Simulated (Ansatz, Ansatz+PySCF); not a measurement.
```xyz
2

P     0.0000    0.0000   -0.7762
H     0.0000    0.0000    0.7762
```

Basis set: def2-SVP (spherical functions). Left uncorrelated: 5 orbitals. Correlation on ROHF uses semicanonical orbitals with singles. Charge 0, multiplicity 3.

Computed with Ansatz (development build ahead of 0.2.0); each method stands on the lowest determinant of its kind that the runs found.

Give the atomization energy at this shape (free ground-state atoms in the same class of orbitals less the molecule, no zero-point energy) of triplet PH by UHF-CCSD(T), ROHF-MP2, ROHF, UHF.

```csv
method,atomization energy
UHF-CCSD(T),262.3 kJ/mol
ROHF-MP2,245.2 kJ/mol
ROHF,177.0 kJ/mol
UHF,192.6 kJ/mol
```
